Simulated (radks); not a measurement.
Ionisation of the titanium ion Ti16+, [He] 2s2 2p2, to [He] 2s2 2p1 as the strength of local exchange is varied. All-electron calculation, non-relativistic Kohn-Sham, Slater X-alpha exchange (alpha = 2/3 is LDA exchange), no correlation, spin-unpolarised, spherical densities, point nucleus. Program: a radial shooting solver on a logarithmic mesh with Libxc functionals.

alpha  E(Ti16+) (hartree)  exchange (hartree)  IE (eV)  -e of the level emptied (eV)  <r> of it (bohr)
0.667          -654.55598           -20.03803   1118.8                   1075.2 (2p)            0.2607
0.759          -657.32341           -22.86063   1128.1                   1084.7 (2p)            0.2596
0.834          -659.58473           -25.17220   1135.7                   1092.4 (2p)            0.2588
0.88           -660.97401           -26.59464   1140.3                   1097.2 (2p)            0.2583
1.035          -665.66840           -31.41387   1156.2                   1113.4 (2p)            0.2567
x              -663.93973           -29.63694   1150.4                   1107.4 (2p)            0.2573

Which alpha was used in the last row?

Answer. alpha = 0.978. NIST Atomic Spectra Database: 1130.2 eV (semi-empirical). The Delta-SCF value meets it near alpha = 0.78. Spin polarisation and multiplet splitting are left out, so open shells lie too high by an amount that depends on their filling.

Beside tabulated values, note that spin-unpolarised runs miss the spin-polarisation part of the exchange energy of open shells.
